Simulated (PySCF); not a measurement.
Molecular orbitals of SbI

PBE0 at R = 2.700 Å; PySCF, scalar-relativistic core potentials, basis sets Sb cc-pVTZ-PP with ECP28, I cc-pVTZ-PP with ECP28. State: quintet, unpaired electrons σ ↑, π ↑↑↑, a second solution, started from another occupation. Only the outer orbitals are listed, counted within each symmetry, core potentials removing the inner ones.

```
spin  orbital  occ.  ε (eV)  on Sb (%)           main shells (%)
   α       7σ     1  -21.32          6                    94 I s
   α       8σ     1  -15.12         84           84 Sb s, 11 I p
   α       5π     1  -10.53          5                    95 I p
   α       9σ     1   -9.81         36  64 I p, 22 Sb p, 13 Sb s
   α       5π     1   -9.43          8                    92 I p
   α       6π     1   -6.10         94                   94 Sb p
   α       6π     1   -5.92         92                   92 Sb p
   α      10σ     1   -3.82         77           78 Sb p, 22 I p
   α      11σ     0    1.79         76   65 Sb s, 16 I s, 10 I d
   α       7π     0    3.49         56           53 Sb d, 43 I d
   α       7π     0    3.87         61           59 Sb d, 38 I d
   β       7σ     1  -19.93          4                    95 I s
   β       8σ     1  -12.90         75           74 Sb s, 20 I p
   β       5π     1   -8.77          3                    96 I p
   β       9σ     1   -8.46         39  61 I p, 23 Sb s, 15 Sb p
   β       5π     0   -6.45          5                    94 I p
   β       6π     0   -2.29         95                   95 Sb p
   β       6π     0   -2.26         93                   93 Sb p
```

Q: Which are the highest filled and the lowest empty level, where do they sit, and how wide is the gap?

A: Highest filled α 10σ at -3.82 eV (in %: 78 Sb p, 22 I p); lowest empty β 5π at -6.45 eV (in %: 94 I p); the gap at PBE0 is -2.63 eV.

```
bond order (Mayer)                              : 0.34
⟨S²⟩                                            : 6.005
charge on Sb (Mulliken, basis-dependent)        : -0.23
charge on Sb (Löwdin, basis-dependent)          : -0.29
dipole moment (positive dipole means Sb(−)I(+)) : 2.48 D
```

Spin–orbit coupling is left out. Counting both spins, an empty level lies below a filled one in this solution, because spin and occupation are held.
